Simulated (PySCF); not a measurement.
Molecule: `Cc1ccc(F)cc1`, C$_{7}$H$_{7}$F.

Bonds (- single, = double, # triple, : aromatic): C1-C2 1.502 Å, C2:C3 1.400 Å, C3:C4 1.393 Å, C4:C5 1.389 Å, C5-F6 1.334 Å, C5:C7 1.389 Å, C7:C8 1.393 Å, C8:C2 1.400 Å. C1 carries H9, H10, H11; C3 carries H12; C4 carries H13; C7 carries H14; C8 carries H15.

Geometry PBE0-D3(BJ)/def2-SVP throughout; GIAO in PySCF 2.14, gas phase, one conformer, non-relativistic; equivalent atoms averaged; functional PBE0.

For orientation, 6-311+G(2d,p) gives these absolute shieldings σ: C5 19.9, C3/C8 52.5, C2 49.6, C4/C7 67.8, C1 164.9, F6 298.6, H12/H15 24.16, H13/H14 24.41, H9/H10/H11 29.19 ppm.

A run gave: C5 17.6, C3/C8 51.0, C2 47.7, C4/C7 67.0, C1 164.5, F6 297.7, H12/H15 24.12, H13/H14 24.41, H9/H10/H11 29.14 ppm (absolute shieldings σ).

Problem. Which basis set was used in that run?
A. aug-cc-pVDZ
B. pcSseg-1
C. def2-TZVP
D. 6-31G
E. def2-SVP

Solution. C. C4/C7 tells them apart best: def2-TZVP gives 67.0, aug-cc-pVDZ gives 81.3, def2-SVP gives 80.1, 6-31G gives 85.7, pcSseg-1 gives 64.0 ppm.
